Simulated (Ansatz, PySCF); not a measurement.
Process, species as SMILES: FC1(F)CCO1 + 6 [H][H] (H2) -> 3 C (CH4) + 2 F (HF) + O (H2O)
Each molecule is optimised on its own at B3LYP-D3(BJ)/def2-TZVP (Ansatz, a first-principles code), one conformer each, not searched for the lowest.
Geometry of the first species:
```
C
H 1 1.0860
H 1 1.0860 2 110.92
C 1 1.5249 2 113.86 3 -129.98
F 4 1.3549 1 116.52 2 1.28
F 4 1.3549 5 105.69 1 -131.19
O 4 1.3848 5 111.98 6 -122.18
C 7 1.4634 4 91.73 5 -120.74
H 8 1.0886 7 110.78 4 -118.32
H 8 1.0886 9 110.79 7 123.36
```
Charge 0, spin multiplicity 1.

Quantity: energy of full hydrogenation (enthalpy at 298 K, with B3LYP-D3(BJ) rigid-rotor harmonic-oscillator terms from PySCF), in kcal/mol. Valence correlation only, unless marked. No spin-orbit coupling. Non-relativistic. CBS(X,Y): correlation extrapolated as X^-3; Hartree-Fock from the larger set. [CCSD(T)-MP2]/basis is that difference in the basis named.

```tsv
level	program	energy of full hydrogenation (kcal/mol)
HF/6-31G	Ansatz	-126.3
BLYP/def2-TZVPD	Ansatz	-101.2
PBE0-D4/def2-TZVPD	Ansatz + dftd4	-103.3
TPSSh/def2-TZVPD	PySCF	-90.2
LC-wPBE-D3(BJ)/def2-TZVPD	Ansatz + dftd3	-102.2
wB97M-V/def2-TZVPD	Ansatz	-100.3
B2GP-PLYP-D3(BJ)/def2-TZVPD	Ansatz + dftd3	-103.4
B2GP-PLYP-D4/def2-TZVPD	Ansatz + dftd4	-103.5
RPA@PBE/cc-pVTZ	Ansatz	-94.9
MP2/6-31G*	Ansatz	-67.6
RI-MP2/aug-cc-pVQZ	Ansatz	-108.6
CCSD(T)/6-31G	Ansatz	-89.7
CCSD(T)/aug-cc-pVDZ	Ansatz	-110.7
CCSD(T)/cc-pVTZ	Ansatz	-102.0
RI-MP2/CBS(cc-pVTZ,cc-pVQZ)+[CCSD(T)-MP2]/cc-pVTZ	Ansatz	-106.6
```
